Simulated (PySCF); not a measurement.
**TlH₃: fields on a plane**

Method: PBE0 in PySCF with Tl dyall-v2z, H def2-TZVP; no relativity; density-fitted integrals.

The singlet minimum has Tl–H 1.826 Å (×3); H–Tl–H 120.0° (×3).

The plane holds Tl1 at (0.00, 0.00), H2 at (1.83, 0.00), H3 at (-0.91, 1.58), H4 at (-0.91, -1.58) Å. Columns run from x = -2.85 to 4.05 Å, rows from y = 3.75 (top) to -3.45 Å, in steps of 0.3 Å. Other isomers or separated fragments may lie lower.

Q: Give the electrostatic potential (V) (cut at 20 V). Every second row and column.

A: 
```
-0.2 -0.3 -0.3 -0.3 -0.3 -0.2 -0.1 -0.1  0.0  0.0  0.0  0.0
-0.3 -0.4 -0.5 -0.5 -0.5 -0.3 -0.1 -0.1  0.0 -0.1 -0.1 -0.1
-0.3 -0.5 -0.4  0.1 -0.2 -0.3 -0.1  0.0 -0.1 -0.1 -0.1 -0.1
-0.4 -0.5  0.8 12.6  4.0  0.5  0.5  0.2 -0.1 -0.2 -0.2 -0.2
-0.3 -0.4  1.3 20.0  9.0  5.4  3.3  0.9 -0.2 -0.5 -0.4 -0.3
-0.1 -0.1  1.1  7.0 20.0 20.0 14.8  3.1  1.4 -0.2 -0.5 -0.4
 0.0  0.3  2.4 14.9 20.0 20.0 20.0 10.5 20.0  1.6 -0.5 -0.4
-0.1  0.2  1.8 11.1 20.0 20.0 20.0  6.1  8.1  0.6 -0.5 -0.4
-0.2 -0.3  0.8  7.3 12.1 14.7  7.2  1.6  0.0 -0.5 -0.5 -0.3
-0.3 -0.5  1.5 20.0  8.6  1.9  1.4  0.4 -0.2 -0.4 -0.3 -0.2
-0.4 -0.5  0.0  2.3  0.9 -0.1  0.1  0.1 -0.1 -0.2 -0.2 -0.1
-0.3 -0.5 -0.5 -0.5 -0.5 -0.4 -0.1  0.0  0.0 -0.1 -0.1 -0.1
-0.2 -0.3 -0.4 -0.4 -0.4 -0.3 -0.1 -0.1  0.0  0.0 -0.1 -0.1
```

Q: Give the electron localisation function (set to 0 where the density is under 0.005 e/Å³). Lower edges of the bins: '0' 0.000, '1' 0.100, '2' 0.200, '3' 0.300, '4' 0.400, '5' 0.500, '6' 0.600, '7' 0.700, '8' 0.800, '9' 0.900; top 1.00.

A: 
```
000000000000000000000000
000000000000000000000000
000007887000000000000000
000699999850000000000000
006999999983100000000000
009999999984100000000000
069999999984210000000000
069999999963222234000000
069999999533224688850000
037999972222236999990000
014676423554237999998000
001343236556328999999000
001222255775528999999700
001222255775528999999700
001343236556328999999000
014676423554237999998000
037999972222236999990000
069999999533224688850000
069999999963222234000000
069999999984210000000000
009999999984100000000000
006999999983100000000000
000699999850000000000000
000007887000000000000000
000000000000000000000000
```

Relativity is left out on purpose here, so the numbers are not realistic for elements this heavy. With an element this heavy the missing spin–orbit coupling can shift these numbers.
